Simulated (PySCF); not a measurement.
C₆H₈O₂S.
SMILES with atom numbers: `[CH3:1][S@@:2](=[O:3])[C@H:4]1[CH2:5][CH:6]=[CH:7][C:8]1=[O:9]`

Cartesian coordinates in Å at the GFN2-xTB level; atoms count from 1:
```xyz
17
C6H8O2S angstrom
C      2.5490    0.3799    0.4363
S      1.3498   -0.9768    0.1339
O      0.9364   -1.4881    1.4352
C     -0.0854    0.0922   -0.4982
C     -1.2760   -0.8457   -0.6678
C     -2.1324   -0.5334    0.5155
C     -1.6956    0.5245    1.1976
C     -0.4836    1.0663    0.5807
O      0.1163    2.0770    0.8747
H      3.3407   -0.0313    1.0541
H      2.9440    0.6928   -0.5239
H      2.0727    1.2115    0.9464
H      0.2905    0.5579   -1.4055
H     -0.9785   -1.8972   -0.6661
H     -1.8182   -0.6546   -1.5975
H     -2.9992   -1.1263    0.7511
H     -2.1375    0.9633    2.0730
```

Definitions: NICS(0) = −σiso at the ring centroid; NICS(1) = −σiso and NICS(1)zz = −σzz at ±1 Å along the ring normal z. Level: GIAO PBE0/pcSseg-1 (PySCF, non-relativistic, gas phase) on the GFN2-xTB geometry, one conformer.

Ring bond lengths (Å), with Mayer bond orders in brackets: C4–C5 1.525 (0.98), C5–C6 1.494 (1.03), C6–C7 1.332 (1.74), C7–C8 1.464 (1.04), C8–C4 1.507 (0.94).

Task: What do the NICS probes read (ppm)?

Result: 
```csv
ring,type,NICS(0),"NICS(1), two faces","NICS(1)zz, two faces",rms pucker (Å),"centre to ring atoms, mean (Å)"
C4–C5–C6–C7–C8,"5-membered carbocycle; formal bonds 1 double, 4 single",0.6,-3.0 / -3.9,-5.4 / -6.9,0.06,1.24
```

Task: What can be read from them?

Result: 
- C4–C5–C6–C7–C8: mean NICS(1)zz -6.2 ppm, shielded. C4, C5 have four or more neighbours; no verdict on aromaticity is drawn.

Task: How shielded are the nuclei of the rings and their hydrogens (means over atoms taken as equivalent)?

Result: 
```json
{"atoms": "C4", "environment": "sp3 carbon bound to sulfur", "σ isotropic (ppm)": "121.4", "principal values of the symmetric part, first atom (ppm)": "102.0, 122.1, 140.1"}
{"atoms": "C5", "environment": "allylic carbon", "σ isotropic (ppm)": "149.3", "principal values of the symmetric part, first atom (ppm)": "135.2, 147.1, 165.5"}
{"atoms": "C6", "environment": "alkene CH carbon", "σ isotropic (ppm)": "13.2", "principal values of the symmetric part, first atom (ppm)": "-117.5, 2.8, 154.1"}
{"atoms": "C7", "environment": "alkene CH carbon", "σ isotropic (ppm)": "42.0", "principal values of the symmetric part, first atom (ppm)": "-52.4, 38.5, 139.9"}
{"atoms": "C8", "environment": "ketone carbonyl carbon", "σ isotropic (ppm)": "-21.7", "principal values of the symmetric part, first atom (ppm)": "-95.0, -36.7, 66.7"}
{"atoms": "H13", "environment": "methine hydrogen", "σ isotropic (ppm)": "29.34", "principal values of the symmetric part, first atom (ppm)": "24.9, 28.9, 34.2"}
{"atoms": "H14", "environment": "methylene hydrogen", "σ isotropic (ppm)": "28.79", "principal values of the symmetric part, first atom (ppm)": "24.8, 28.1, 33.6"}
{"atoms": "H15", "environment": "methylene hydrogen", "σ isotropic (ppm)": "28.49", "principal values of the symmetric part, first atom (ppm)": "24.3, 26.1, 35.1"}
{"atoms": "H16", "environment": "vinylic hydrogen", "σ isotropic (ppm)": "23.60", "principal values of the symmetric part, first atom (ppm)": "20.5, 24.4, 26.0"}
{"atoms": "H17", "environment": "vinylic hydrogen", "σ isotropic (ppm)": "25.22", "principal values of the symmetric part, first atom (ppm)": "23.9, 25.0, 26.8"}
```
